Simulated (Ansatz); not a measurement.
Consider the isomerisation: `F/C=C\C=C(F)F` → `F/C=C/C(F)=C\F`.

Isolated molecules relaxed with PBE0-D4/def2-TZVP in Ansatz; ΔE leaves out vibrations. CCSD(T)/CBS adds triple-zeta CCSD(T) − MP2 to the extrapolated MP2 energy (def2 sets, frozen cores). Double bonds are as drawn, so ΔE can hold a change between cis and trans. Functionals use def2-TZVPP. One conformer a species, not always the lowest.

| level | ΔE (kJ/mol) |
| --- | --- |
| LDA (SPW92) | 38.5 |
| BLYP-D4 | 29.6 |
| r2SCAN-D4 | 36.7 |
| r2SCANh | 37.2 |
| CCSD(T)/def2-SVP | 36.4 |
| CCSD/def2-TZVPP | 33.9 |
| HF/CBS(def2) | 33.9 |
| CCSD/CBS(def2) | 32.7 |

**Question.** What does CCSD(T)/CBS give? (Best estimate.)

**Answer.** Computed: +32.7 kJ/mol. The listed levels differ from it by 5.8, -3.1, 4.0, 4.5, 3.7, 1.2, 1.2, 0.0 kJ/mol.

Largest T1 diagnostic among the species: 0.013.

At CCSD(T), def2-SVP lies +3.6 kJ/mol from the extrapolated value and def2-TZVPP +1.1 kJ/mol. Leaving LDA and LC-ωPBE aside and taking each functional with its dispersion term where it has one, the values, not all of them listed here, spread over 8.4 kJ/mol, from BLYP-D4 to PBE-QIDH. LDA lies +3.8 kJ/mol from PBE without D4.
